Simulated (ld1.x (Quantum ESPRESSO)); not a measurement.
In: PAW pseudisation with LDA (PZ), scalar-relativistic reference atom.

The input file (ld1.x (Quantum ESPRESSO) 7.5):

```
&input
   title='In', zed=49., rel=1, dft='PZ', iswitch=3,
   config='[Kr] 4d10 5s2 5p1',
   nld=3, rlderiv=1.60, eminld=-11.0, emaxld=5.0, deld=0.04
 /
 &inputp
   pseudotype=3, lpaw=.true., tm=.true., lloc=-2, rcloc=1.15,
   nlcc=.true., rcore=1.10,
   which_augfun='PSQ', rmatch_augfun_nc=.true.,
   file_pseudopw='In.UPF', file_wfcaegen='ae.wfc', file_wfcncgen='nc.wfc', file_beta='beta', file_chi='chi', file_wfcusgen='us.wfc'
 /
6
4S  1  0   2.00   0.00  1.10  1.25  0.0
5S  2  0   2.00   0.00  1.10  1.25  0.0
4P  2  1   6.00   0.00  1.20  1.35  0.0
5P  3  1   1.00   0.00  1.20  1.35  0.0
4D  3  2  10.00   0.00  1.20  1.45  0.0
4D  3  2   0.00  -1.05  1.20  1.45  0.0
 &test
   configts(1)='4s2 4p6 4d10 5s2 5p1'
 /
```

Command:

```bash
ld1.x < In.in > In.out
```

Output (shortened: banner, matrices, multipoles, cross overlaps and the repeated all-electron block are left out):

```
[... start of the log left out ...]
     s(5P/5P) =  1.000000  <r> =   3.6744  <r2> =   15.9731  r(max) =   2.8453

     ------------------------ End of All-electron run ------------------------

     --------------------- Generating PAW atomic setup --------------------

      Generating local potential from pseudized AE potential:
      Matching radius rcloc =   1.1500
      Enforcing V''(0)=0 (lloc=-2)

      Local pseudo, rcloc= 1.142 Estimated cut-off energy=    24.45 Ry

      Computing core charge for nlcc:

       r > 1.10 : true rho core
       r < 1.10 : rho core = a sin(br)/r    a=   0.14  b=   2.64

      Integrated core pseudo-charge :   0.06
      Wfc-us  4S rcutus= 1.263  Estimated cut-off energy=    33.86 Ry
      Wfc-us  5S rcutus= 1.263  Estimated cut-off energy=    66.57 Ry
      Wfc-us  4P rcutus= 1.361  Estimated cut-off energy=    45.55 Ry
      Wfc-us  5P rcutus= 1.361  Estimated cut-off energy=    82.14 Ry
      Wfc-us  4D rcutus= 1.467  Estimated cut-off energy=    54.25 Ry
      Wfc-us  4D rcutus= 1.467  Estimated cut-off energy=    55.78 Ry

     Required augmentation: PSQ   radius:    1.450000

     Q pseudized with Bessel functions
     Expected ecutrho=     302.4413 due to l1=  2   l2=  2

 %%%%%%%%%%%%%%%%%%%%%%%%%%%%%%%%%%%%%%%%%%%%%%%%%%%%%%%%%%%%%%%%%%%%%%%%%%%%%%
     Error in routine new_paw_hamiltonian (1):
     negative rho
 %%%%%%%%%%%%%%%%%%%%%%%%%%%%%%%%%%%%%%%%%%%%%%%%%%%%%%%%%%%%%%%%%%%%%%%%%%%%%%

     stopping ...
```

The run stopped because the spherical valence density built from the smooth waves and the augmentation charge turned negative at some radius.

The run took about 0.17 s on one core of a shared server CPU.
